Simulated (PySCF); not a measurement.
Start geometry of `N#C[Si@@H]1C=CCO1` from a GFN2-xTB structure with every atom displaced at random (by about 0.01 Å) (Å):
```
atom  x, y, z in Å
N1     2.798    0.428   -2.328
C2     2.149    0.153   -1.420
Si3    1.144   -0.386    0.066
C4    -0.480   -1.087   -0.397
C5    -1.437   -0.275    0.086
C6    -0.915    0.931    0.830
O7     0.503    0.901    0.835
H8     2.049   -1.115    0.977
H9    -0.752   -1.978   -0.923
H10   -2.506   -0.385    0.020
H11   -1.270    0.927    1.881
H12   -1.242    1.857    0.366
```

Task: What comes out of this run: PySCF 2.14.0, PBE0-D3(BJ)/def2-SVP geometry optimisation, gas phase?

Result: 
```
atom  x, y, z in Å
N1     2.7031    0.2749   -2.2138
C2     2.0448   -0.0044   -1.3005
Si3    0.9782   -0.5017    0.1473
C4    -0.6767   -1.1392   -0.3792
C5    -1.5663   -0.2311    0.0539
C6    -1.0281    0.9563    0.7998
O7     0.3711    0.8491    0.9203
H8     1.8525   -1.3201    1.0225
H9    -0.9655   -2.0316   -0.9370
H10   -2.6477   -0.3057   -0.1120
H11   -1.4840    1.0212    1.8054
H12   -1.2926    1.8921    0.2720
```

The energy falls by 11.0 kJ/mol over 6 energy and gradient evaluations, the largest force component goes from 0.0266 to 2.9e-04 Eh/bohr, and the atoms move by 0.056 Å rms after alignment. The bond that changes most is Si3–O7 (oxygen-bound silicon to silyl ether oxygen), which lengthens by 0.040 Å. Bonds longer at the end by more than 0.005 Å: 7 of 12; shorter: 3. Among the angles that change most is C4–C5–H10, from 128.5° to 123.9°. Rotational constants go from 4944, 1556, 1409 to 4722, 1572, 1423 MHz. The orientation of the end geometry is arbitrary; only internal coordinates are fixed.

The run used 127 basis functions and 44 SCF cycles in all.

PBE0-D3(BJ)/def2-SVP frequencies: not computed here.
